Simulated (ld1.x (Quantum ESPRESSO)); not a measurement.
# Logarithmic derivatives: Sr, RRKJ

```json
{"Element": "strontium (Sr)", "Generator": "ld1.x (Quantum ESPRESSO) 7.5", "Type": "norm-conserving RRKJ (Kleinman–Bylander form)", "Functional": "PBE", "Relativity": "scalar-relativistic", "Frozen core": "[Ar] 3d10 4s2", "Valence charge": "8", "Reference configuration": "4p6 4d0 5s2 5p0", "Partial waves": "4p (bound): rc 1.95 bohr; 4d (bound, empty): rc 2.40 bohr; 5s (bound): rc 3.10 bohr", "Local potential": "the s channel", "Core correction": "none", "rho0": "0.02"}
```

The phase is arctan(r·u′/u) with u = r·R(r), unwrapped; energies in Ry, scanned from -4 to 5 Ry. A pole is an energy at which the radial function vanishes at the test radius. The pseudo phase is shifted by a multiple of π to meet the all-electron one at the reference energy, and phase errors are pseudo minus all-electron; the curves can meet again beyond the range given. Levels narrower than the energy grid can be missing from the lists of poles.

| channel | radius (bohr) | reference energy (Ry) | poles, all-electron | poles, pseudo | unbroken range about the reference energy with phases within 0.05 rad | phase error 1 Ry above the reference energy (rad) |
| --- | --- | --- | --- | --- | --- | --- |
| s | 3.34 | -0.26 | -2.98, 1.50 | 1.16, 3.83 | -2.9 to 1.0 | -0.038 |
| p | 3.34 | -1.68 | -1.61, 2.37 | -1.61, 3.86 | below -0.6 | +0.041 |
| d | 3.34 | -0.09 | 0.39, 4.04 | 0.43 | below 0.8 | +0.057 |

Phases in the p channel:

```tsv
E (Ry)	all-electron	pseudo
-4.00	1.410	1.411
-3.76	1.404	1.406
-3.52	1.397	1.399
-3.28	1.389	1.391
-3.04	1.379	1.382
-2.80	1.367	1.371
-2.56	1.351	1.356
-2.32	1.328	1.335
-2.08	1.286	1.295
-1.84	1.109	1.128
-1.60	-1.598	-1.594
-1.36	-1.753	-1.741
-1.12	-1.807	-1.788
-0.88	-1.852	-1.824
-0.64	-1.904	-1.860
-0.40	-1.974	-1.904
-0.16	-2.084	-1.961
0.08	-2.282	-2.042
0.32	-2.702	-2.167
0.56	-3.462	-2.382
0.80	-4.057	-2.779
1.04	-4.336	-3.387
1.28	-4.478	-3.906
1.52	-4.563	-4.197
1.76	-4.620	-4.359
2.00	-4.662	-4.458
2.24	-4.697	-4.524
2.48	-4.726	-4.572
2.72	-4.752	-4.608
2.96	-4.778	-4.637
3.20	-4.805	-4.661
3.44	-4.835	-4.681
3.68	-4.870	-4.700
3.92	-4.915	-4.716
4.16	-4.979	-4.732
4.40	-5.082	-4.747
4.64	-5.279	-4.763
4.88	-5.753	-4.779
```
